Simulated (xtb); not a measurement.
C3H8FNSi, SMILES C/C=N/[C@H](F)[SiH3]. All values are semi-empirical tight-binding results from xtb (GFN2-xTB unless named), good for trends rather than for accurate numbers. Coordinates come from a GFN2-xTB optimisation. The structure was generated by enumeration; whether it is a known compound was not checked. One conformer was computed; it need not be the lowest.

Optimised geometry:

```xyz
14

C      2.8184     0.8750    -0.1350
C      1.4640     0.4539    -0.5784
N      0.7846    -0.3571     0.1045
C     -0.5102    -0.7561    -0.2083
F     -0.9548    -0.3629    -1.4850
Si    -1.6931    -0.0096     1.1253
H      3.5551     0.6071    -0.8914
H      3.0710     0.3954     0.8060
H      2.8461     1.9574    -0.0142
H      1.1080     0.8821    -1.5216
H     -0.5530    -1.8507    -0.2144
H     -1.2544    -0.5414     2.4114
H     -3.0492    -0.4289     0.7756
H     -1.5525     1.4432     1.0569
```
Charge 0, spin multiplicity 1.

```
Property                                         Value
---------------------------------------  -------------
orbital gap                                    4.00 eV
dipole moment                                   1.67 D
zero-point energy                        62.8 kcal/mol
G − E(el) at 298.15 K (modified RRHO)    42.1 kcal/mol
static polarisability (D4 model)            74.9 bohr³
solvation energy, GFN2-xTB/ALPB(water)   -3.7 kcal/mol
solvation energy, GFN2-xTB/ALPB(ch2cl2)  -6.2 kcal/mol
```

Computed atomic charges and the Wiberg bond orders between heavy atoms:
charges (e) C1 -0.12, C2 0.09, N3 -0.25, C4 0.11, F5 -0.30, Si6 0.46, H7 0.06, H8 0.06, H9 0.06, H10 0.02, H11 0.03, H12 -0.07, H13 -0.07, H14 -0.07. Bond orders C1–C2 1.04, C2–N3 1.85, N3–C4 1.11, C4–F5 0.89, C4–Si6 0.78.
